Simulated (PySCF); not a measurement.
F2H4O2Si2, SMILES [Si](F)(F)(O)O[SiH3]. Atoms are numbered in the order given.

```xyz
10

O      1.7550     1.1590     0.4183
Si     0.7617    -0.1219     0.1426
F      0.2944    -0.8256     1.5304
F      1.5322    -1.2778    -0.6918
O     -0.5525     0.3974    -0.6734
Si    -2.2297     0.4235    -0.4932
H      2.6410     0.9473     0.7588
H     -2.7598    -0.9793    -0.4067
H     -2.7888     1.1114    -1.7005
H     -2.6003     1.1781     0.7515
```
Charge 0, spin multiplicity 1.

The structure is a stationary point at PBE-D3(BJ)/def2-SVP. This is a generated structure with no PubChem entry under its InChIKey; it may be hypothetical. The values are those of a single conformer.

Two levels are set side by side: PBE/pcSseg-1 (PySCF) and KT2/pcSseg-1 (PySCF). GIAO shifts against CFCl3 (¹⁹F), H2O (¹⁷O), TMS (²⁹Si), TMS (¹H) at the same level; non-relativistic, no solvent, atoms listed together averaged. Differences are taken from unrounded values.

```
quantity                KT2
--------------------  -----
δ(¹⁷O) of O1 (ppm)     51.7
δ(²⁹Si) of Si2 (ppm)  -79.3
δ(¹⁷O) of O5 (ppm)     33.9
δ(²⁹Si) of Si6 (ppm)  -24.1
δ(¹H) of H7 (ppm)      2.55
```

What does PBE give, and how far is it from KT2? (The exact figures need the calculation; the answer reports its results.)


| quantity | PBE | PBE minus KT2 |
|---|---|---|
| δ(¹⁷O) of O1 (ppm) | 55.3 | 3.5 |
| δ(²⁹Si) of Si2 (ppm) | -84.8 | -5.5 |
| δ(¹⁷O) of O5 (ppm) | 39.9 | 6.0 |
| δ(²⁹Si) of Si6 (ppm) | -28.1 | -4.0 |
| δ(¹H) of H7 (ppm) | 2.51 | -0.04 |

Rough cost on one machine, each run with all the roots and properties that it gave: KT2 against PBE within a factor of 2.
